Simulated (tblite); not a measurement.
C$_{3}$H$_{9}$ClSi (SMILES C[Si](C)(C)Cl), singlet, geometry from GFN2-xTB; GFN1-xTB run with tblite.

The tblite input:
```
$ tblite run mol.xyz --method gfn1 --charge 0 --spin 0 --guess eeq --json tblite.json --no-restart

# file mol.xyz
14

C     -0.74978598     1.59672421    -0.36729719
Si     0.16935212     0.11507053     0.39960080
C      1.63470173    -0.41130752    -0.69768298
C     -1.02145525    -1.34456870     0.68211767
Cl     0.90913523     0.69442496     2.21566147
H     -1.16721741     1.34294873    -1.33670467
H     -1.56785901     1.92573043     0.26713269
H     -0.08529637     2.44461056    -0.50725592
H      2.17557152    -1.24608658    -0.26096019
H      1.29949050    -0.71684066    -1.68389433
H      2.34259872     0.40224793    -0.82832830
H     -1.44967120    -1.69118153    -0.25323206
H     -1.84256222    -1.06385757     1.33557630
H     -0.51238124    -2.18640934     1.14272773
```

It wrote (shortened):

```
xTB calculator
 | screened Coulomb repulsion
 | Coulomb electrostatics
 |  * isotropic Klopman-Ohno-Mataga-Nishimoto electrostatics
 |  * onsite third-order electrostatics
 | DFT-D3(BJ) dispersion correction

halogen bonding energy    0.0000000000000E+00 Eh
repulsion energy          1.9893005028541E-01 Eh
dispersion energy        -5.5934390987369E-03 Eh
number of electrons       3.2000000000000E+01 e
integral cutoff           2.8146159136829E+01 bohr

------------------------------------------------------------
  cycle        total energy    energy error   density error
------------------------------------------------------------
      1     -17.37220495043  -1.7565542E+01   5.3145037E-01
      2     -17.37506070477  -2.8557543E-03   3.2112195E-01
      3     -17.37557413234  -5.1342757E-04   1.6219412E-02
      4     -17.37571461008  -1.4047774E-04   2.2041603E-03
      5     -17.37571601049  -1.4004105E-06   9.7604834E-04
      6     -17.37571610421  -9.3721230E-08   9.3357395E-05
      7     -17.37571611656  -1.2342188E-08   4.8462923E-05
      8     -17.37571612284  -6.2789987E-09   5.6759815E-06
------------------------------------------------------------

electronic energy        -1.7569052734022E+01 Eh
total energy             -1.7375716122835E+01 Eh

Post processing:
 | Mayer-Wiberg bond orders

[Info] JSON dump of results written to 'tblite.json'
```
